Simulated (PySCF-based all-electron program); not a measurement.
Distorting TaCl3O, singlet

Calculated with an in-house all-electron program built on PySCF, in large uncontracted Gaussian sets near the basis limit; Koelling–Harmon scalar relativity, no spin–orbit coupling, spin-restricted. Forces are good to about 0.010 eV/Å. Atoms are numbered as listed.

Shape A:

| atom | x (Å) | y (Å) | z (Å) |
| --- | --- | --- | --- |
| Ta | 0.0000 | 0.0000 | 0.0000 |
| O | 0.0000 | 0.0000 | 1.7210 |
| Cl | 2.1768 | 0.0000 | -0.6780 |
| Cl | -1.0884 | 1.8852 | -0.6780 |
| Cl | -1.0884 | -1.8852 | -0.6780 |

PBE forces:

```json
{"atom": "Ta1", "Fx": "0.000", "Fy": "0.000", "Fz (eV/Å)": "0.280"}
{"atom": "O2", "Fx": "0.000", "Fy": "0.000", "Fz (eV/Å)": "-0.246"}
{"atom": "Cl3", "Fx": "0.035", "Fy": "0.000", "Fz (eV/Å)": "-0.011"}
{"atom": "Cl4", "Fx": "-0.018", "Fy": "0.030", "Fz (eV/Å)": "-0.011"}
{"atom": "Cl5", "Fx": "-0.018", "Fy": "-0.030", "Fz (eV/Å)": "-0.011"}
```

Question: What forces does HSE06 give in shape A?

Answer: The forces move by 0.792 eV/Å (r.m.s. over the atoms) from PBE.

```json
{"atom": "Ta1", "Fx": "0.000", "Fy": "0.000", "Fz (eV/Å)": "1.403"}
{"atom": "O2", "Fx": "0.000", "Fy": "0.000", "Fz (eV/Å)": "-1.541"}
{"atom": "Cl3", "Fx": "-0.215", "Fy": "0.000", "Fz (eV/Å)": "0.046"}
{"atom": "Cl4", "Fx": "0.108", "Fy": "-0.186", "Fz (eV/Å)": "0.046"}
{"atom": "Cl5", "Fx": "0.108", "Fy": "0.186", "Fz (eV/Å)": "0.046"}
```

Shape B:

| atom | x (Å) | y (Å) | z (Å) |
| --- | --- | --- | --- |
| Ta | 0.0000 | 0.0000 | 0.0000 |
| O | 0.0000 | 0.0000 | 1.7210 |
| Cl | 1.9592 | 0.0000 | -0.6102 |
| Cl | -1.0884 | 1.8852 | -0.6780 |
| Cl | -1.0884 | -1.8852 | -0.6780 |

Against shape A, Ta1–Cl3 goes from 2.280 to 2.052 Å.

PBE forces:

| atom | Fx | Fy | Fz (eV/Å) |
| --- | --- | --- | --- |
| Ta1 | -6.175 | 0.000 | 1.934 |
| O2 | 0.114 | 0.000 | 0.173 |
| Cl3 | 6.181 | 0.000 | -1.898 |
| Cl4 | -0.060 | 0.229 | -0.104 |
| Cl5 | -0.060 | -0.229 | -0.104 |

Question: What forces does HSE06 give in shape B?

Answer: The forces move by 0.770 eV/Å (r.m.s. over the atoms) from PBE.

```json
{"atom": "Ta1", "Fx": "-6.247", "Fy": "0.000", "Fz (eV/Å)": "3.053"}
{"atom": "O2", "Fx": "0.125", "Fy": "0.000", "Fz (eV/Å)": "-1.078"}
{"atom": "Cl3", "Fx": "6.005", "Fy": "0.000", "Fz (eV/Å)": "-1.864"}
{"atom": "Cl4", "Fx": "0.059", "Fy": "0.030", "Fz (eV/Å)": "-0.056"}
{"atom": "Cl5", "Fx": "0.059", "Fy": "-0.030", "Fz (eV/Å)": "-0.056"}
```
